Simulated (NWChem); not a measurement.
Species: C₅H₅, doublet; SMILES C1=CC[C]=C1

```xyz
10

C     -1.2322    -0.1222     0.0000
C     -0.4439    -1.2044     0.0000
C      0.9421    -0.7009     0.0000
C      0.9451     0.6506     0.0000
C     -0.4740     1.1542     0.0000
H     -0.7360    -2.2553     0.0000
H      1.8259    -1.3431     0.0000
H      1.8216     1.3008     0.0000
H     -0.6976     1.7770    -0.8848
H     -0.6976     1.7770     0.8848
```
Atoms are numbered in this order, from 1.

All runs: NWChem. Spin-unrestricted. In the optimisation the excess spin sits in a' (Cs, its own frame). Structure relaxed at the PBE0/def2-SVP, spin-unrestricted level. Not confirmed as a minimum by frequencies. No stability test was run on the SCF state. Fermi-contact couplings, non-relativistic, static geometry.

For level TPSSh/pcJ-1:

* **A(iso) 13C atom 2 (MHz)**: 22.4
* **A(iso) 13C atom 3 (MHz)**: 69.1
* **A(iso) 13C atom 4 (MHz)**: 34.8
* **A(iso) 13C atom 5 (MHz)**: 46.4
* **A(iso) 1H atom 6 (MHz)**: 33.9

Task: What are these values for level B3LYP/pcJ-1?

Result: 
- A(iso) 13C atom 2 (MHz) = 29.2
- A(iso) 13C atom 3 (MHz) = 67.3
- A(iso) 13C atom 4 (MHz) = 37.3
- A(iso) 13C atom 5 (MHz) = 49.4
- A(iso) 1H atom 6 (MHz) = 35.7
